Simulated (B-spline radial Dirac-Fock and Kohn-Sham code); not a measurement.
Binding energies of Au¹⁶⁺ at several levels of theory

System: gold as Au¹⁶⁺, configuration [Kr] 4d10 4f14 5s2 5p1.

The density-functional columns are spherical, spin-unpolarised Dirac-Kohn-Sham results without Breit or QED terms: −ε is minus the orbital energy of the initial state and ΔSCF the difference of two total energies. The reference in the last column comes from relaxed Dirac-Fock hole states (ΔSCF) with Breit and QED corrections and a finite nucleus. All numbers are from a radial atomic solver, in eV; a selection of levels is shown. The Kohn-Sham columns are given as differences from the reference. For the 1s level of heavy atoms much of the gap between ΔSCF and the reference is the Breit and QED part, -435.1 eV here; for other levels the error of the functional can be larger.

```
     level  LDA −ε − DF  LDA ΔSCF − DF  Dirac-Fock
    K (1s)       -193.8         +424.2     81091.9
   L1 (2s)       -177.5          -55.5     14728.2
L2 (2p1/2)       -123.9          +31.4     14101.6
L3 (2p3/2)       -142.7          -11.1     12286.1
   M1 (3s)       -100.2          -58.5      3792.5
M2 (3p1/2)        -80.7          -36.3      3513.5
M3 (3p3/2)        -80.3          -39.8      3108.0
M4 (3d3/2)        -58.2          -10.9      2652.0
M5 (3d5/2)        -59.8          -13.9      2566.4
   N1 (4s)        -57.2          -34.5      1119.2
N2 (4p1/2)        -48.2          -25.5       999.1
N3 (4p3/2)        -48.0          -26.3       900.8
N4 (4d3/2)        -35.5          -14.1       705.4
N5 (4d5/2)        -35.5          -14.4       687.0
N6 (4f5/2)        -18.4           +2.3       433.7
N7 (4f7/2)        -18.7           +1.9       429.9
   O1 (5s)         -6.2           +7.1       423.5
 O2,3 (5p)         -8.8           +3.3       369.4
```

Values without a named source are computed, but for edge energies of neutral atoms, which are taken from tables.
